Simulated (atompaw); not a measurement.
# Au (Z = 79): PAW (atompaw) pseudisation with PBE, scalar-relativistic reference atom.

The input file (atompaw 4.2.0.5):

```
Au 79
GGA-PBE scalarrelativistic loggrid 2001 logderivrange -10 5 376
6 6 5 4 0 0
6 0 0
6 1 1
0 0 0
c
c
c
c
v
v
c
c
c
v
v
c
c
v
c
2
2.00 1.70 2.00 1.20
n
n
y
0.35
n
custom polynom vanderbiltortho sinc
bessel
1.45
1.60
1.20
1.65
2.00
2.00
PWSCFOUT
UPFDX 0.0125d0 UPFXMIN -7.d0 UPFZMESH 79.d0
END
```

Command:

```bash
atompaw < Au.input > Au.log
```

Output (summary file):

```
Completed calculations for Au (AE)

 Exchange-correlation type: GGA, Perdew-Burke-Ernzerhof

 Radial integration grid is logarithmic
 r0 =   8.6915222E-05 h =   6.8663025E-03   n =      2001 rmax =   8.0000000E+01

 Scalar relativistic calculation

 AEatom converged in  58 iterations
   nz     =  79.00
   delta  =       2.089146243884E-14

 All Electron Orbital energies:
  n  l      occupancy      energy
  1  0      2.0000000E+00 -5.9380126E+03
  2  0      2.0000000E+00 -1.0478018E+03
  3  0      2.0000000E+00 -2.4742808E+02
  4  0      2.0000000E+00 -5.3828970E+01
  5  0      2.0000000E+00 -8.1262621E+00
  6  0      0.0000000E+00 -5.3954485E-01
  2  1      6.0000000E+00 -9.0569250E+02
  3  1      6.0000000E+00 -2.0621780E+02
  4  1      6.0000000E+00 -4.0319132E+01
  5  1      6.0000000E+00 -4.5572655E+00
  6  1      1.0000000E+00 -1.3378367E-01
  3  2      1.0000000E+01 -1.6224451E+02
  4  2      1.0000000E+01 -2.4111819E+01
  5  2      1.0000000E+01 -6.6182942E-01
  4  3      1.4000000E+01 -6.1212423E+00

 Total energy
   Total                    :   -38023.35649696758628

 ---
 Completed calculations for Au (SC)

 Exchange-correlation type: GGA, Perdew-Burke-Ernzerhof

 Radial integration grid is logarithmic
 r0 =   8.6915222E-05 h =   6.8663025E-03   n =      2001 rmax =   8.0000000E+01

 Scalar relativistic calculation

 SCatom converged in   4 iterations
   nz     =  79.00
   delta  =       6.785021998403E-15

 Valence Electron Orbital energies:
  n  l      occupancy      energy
   5  0      2.0000000E+00 -8.1262621E+00
   6  0      0.0000000E+00 -5.3954485E-01
   5  1      6.0000000E+00 -4.5572655E+00
   6  1      1.0000000E+00 -1.3378367E-01
   5  2      1.0000000E+01 -6.6182942E-01

 Total energy
   Total                    :   -38023.35649694658787
   Valence                  :     -962.04509904374800

 PAW parameters:
       lmax =            2
         rc =    2.0032680412087811
        irc =         1464
   rc_shape =    1.7106056455130134
    rc_vloc =    2.0032680412087811
    rc_core =    1.2051990627498672
   Vloc: truncated form - Vps(r)=A.sin(qr)/r for r<rc
   Projector type: polynomial pseudization + Vanderbilt ortho.
   Sinc^2 compensation charge shape zeroed at   1.7106E+00

 Number of basis functions     6
 No.   n  nodes  l      Energy         Cp coeff         Occ
  1    5    4    0   -0.8126262E+01 -0.2916722E+00  0.2000000E+01
  2    6    5    0   -0.5395448E+00 -0.8460495E+01  0.0000000E+00
  3    5    3    1   -0.4557266E+01 -0.2772073E+01  0.6000000E+01
  4    6    4    1   -0.1337837E+00 -0.1742929E+03  0.1000000E+01
  5    5    2    2   -0.6618294E+00  0.3092981E+04  0.1000000E+02
  6  999    3    2    0.3500000E+00  0.2361844E+02  0.0000000E+00

 Eigenvalues of overlap operator (in the basis of projectors):
    1        1.93564217E-02
    2        3.59240000E-01
    3        8.78840754E-01
    4        7.65007063E+00
    5        4.83381057E+02
    6        1.40080228E+05

 Orbital leakage outside PAW augmentation regions
   orb  is_core?  %out_of_sphere
   1 0    T           0.00
   2 0    T           0.00
   3 0    T          -0.00
   4 0    T           0.00
   5 0    F           0.35
   6 0    F          77.53
   2 1    T          -0.00
   3 1    T          -0.00
   4 1    T           0.00
   5 1    F           1.91
   6 1    F          95.72
   3 2    T          -0.00
   4 2    T           0.00
   5 2    F          22.50
   4 3    T           0.02

 Summary of PAW energies
   Total valence energy     :   -962.04511520834672
   Smooth energy            :    150.36738360158961
   One center               :  -1112.41249880993632
   Smooth kinetic           :     76.75600033060482
   Vloc energy              :     72.91791507936699
   Smooth exch-corr         :    -30.98186246450778
   One-center xc            :   -693.41581421273258
```

The run took about 26 s on one core of a shared server CPU.
